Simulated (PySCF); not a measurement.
These are TPSSh-D3(BJ)/def2-TZVP // B3LYP-D3(BJ)/def2-TZVP in PySCF 2.14.0 values and carry that method's errors. Isolated molecules, 0 K electronic values unless said otherwise. One relaxed conformer stands for a flexible species; it need not be the lowest. Delta-SCF ions had no search for a lower state. Excitations are Tamm–Dancoff values on a coarser integration grid. The basis has no diffuse functions, so Rydberg states are missing or too high.

Reference species (SMILES): `C=COC` (C–C–O–C torsion 178°) (neutral, multiplicity 1).

```
Item                                           Result
-------------------------------------------  --------
HOMO                                         -5.81 eV
vertical ionisation energy (Delta-SCF)        8.63 eV
brightest of the four lowest singlets (TDA)   7.00 eV
```

Changed species: `C=CBr` (X = bromo; the reference has X = methoxy).

Q: What does the change do to the HOMO, vertical ionisation energy (Delta-SCF) and brightest of the four lowest singlets (TDA)?

A: the HOMO decreases by 1.01 eV, to -6.82 eV; the vertical ionisation energy (Delta-SCF) rises by 1.00 eV, to 9.63 eV; the brightest of the four lowest singlets (TDA) falls by 0.51 eV, to 6.49 eV.
